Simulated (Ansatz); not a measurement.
Consider the cleavage of the Si–Si bond: `C=C(C)[SiH2][SiH3]` + `[OH][GaH][Br]` → `[SiH3][O][GaH][Br]` + `C=C(C)[SiH3]`.

Computed with Ansatz on PBE0-D4/def2-TZVP structures; ΔE is electronic, products minus reactants. CCSD(T)/CBS is the MP2 limit (def2-TZVPP, def2-QZVPP) plus CCSD(T) − MP2 in def2-TZVPP, frozen cores. Functionals use def2-TZVPP. For Br, Ga outer-core shells are correlated without core-valence functions, which leaves a few kJ/mol of doubt a bond. Scalar relativity is left out up to krypton. One conformer a species, not always the lowest.

Problem. Is it downhill or uphill in electronic energy at CCSD(T)/CBS, and by how much? (Best estimate.)

Solution. The calculation gave: Downhill: ΔE = -96.1 kJ/mol.

Problem. What do these levels give: r2SCAN-D4, B97M-V, PBE, RPA@PBE/def2-TZVPP, MP2/CBS(def2), CCSD/CBS(def2)? (Estimate.)

Solution. The calculation gave: r2SCAN-D4 -87.5, B97M-V -90.3, PBE -68.3, RPA@PBE/def2-TZVPP -99.3, MP2/CBS(def2) -102.4, CCSD/CBS(def2) -100.2 kJ/mol.

Largest T1 diagnostic among the species: 0.012.

Leaving LDA and LC-ωPBE aside and taking each functional with its dispersion term where it has one, the values, not all of them listed here, spread over 41.6 kJ/mol, from BHLYP-D4 to PBE-D4. From r2SCAN to r2SCAN0 (25 % exact exchange), in def2-TZVPP and without D4, ΔE moves by −4.7 kJ/mol. In def2-TZVPP, CCSD(T) changes the Hartree–Fock value by +30.0 kJ/mol (the triples alone add +4.2 kJ/mol) and MP2 by +23.6 kJ/mol.
